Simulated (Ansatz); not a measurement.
`[NH2][Ge]([F])([F])[Cl]` + HCl → `[F][Ge]([F])([Cl])[Cl]` + NH₃ at 400 K and 1 bar (ligand exchange at a Ge–N bond).

Isolated molecules relaxed with PBE0-D4/def2-TZVP in Ansatz; ΔE leaves out vibrations. CCSD(T)/CBS is the MP2 limit (def2-TZVPP, def2-QZVPP) plus CCSD(T) − MP2 in def2-TZVPP, frozen cores. This one scheme is used for every species. For Ge outer-core shells are correlated without core-valence functions, which leaves a few kJ/mol of doubt a bond. Scalar relativity is left out up to krypton. Each species was taken in one conformer, which may not be the lowest.

```csv
species,CCSD(T)/CBS energy (Eh),H − E (kJ/mol),S (J/(mol·K))
`[NH2][Ge]([F])([F])[Cl]`,-2791.52510,116.4,385.1
HCl,-460.38127,29.6,195.4
`[F][Ge]([F])([Cl])[Cl]`,-3195.41116,49.1,368.2
NH₃,-56.50880,104.2,203.1
```

H − E and S are ideal-gas, rigid-rotor, harmonic terms from PBE0-D4/def2-TZVP, for one conformer and one mirror image of each species. 1 Eh = 2625.50 kJ/mol, R = 8.31446 J/(mol·K).

Q: By hand: ΔE, ΔH, ΔS and ΔG.

A: ΔE = (-3195.41116) + (-56.50880) − (-2791.52510) − (-460.38127) = -0.01359 Eh = -35.7 kJ/mol. Δ(H − E) = 49.1 + 104.2 − 116.4 − 29.6 = 7.3, so ΔH = -28.4 kJ/mol. ΔS = 368.2 + 203.1 − 385.1 − 195.4 = -9.2 J/(mol·K). ΔG = -28.4 − 400 × (-9.2)/1000 = -24.7 kJ/mol.

Q: By hand: the equilibrium constant, and the temperature at which ΔG would vanish if ΔH and ΔS stayed fixed.

A: log₁₀ K = −ΔG/(RT ln 10) = 3.2. ΔG = 0 at ΔH/ΔS = 3087 K, far beyond where these terms or the molecules hold.

The number of gas molecules stays the same, so ΔS is small and ΔH decides. A doubt of 5 kJ/mol in ΔE shifts log₁₀ K by 0.7 here. Other conformers and mirror images would add mixing entropy, several J/(mol·K) or more a flexible species. These are equilibria of isolated gas molecules and say nothing of rates. Largest T1 diagnostic: 0.011 (customary marks: 0.02 for closed shells, 0.045 for open ones).
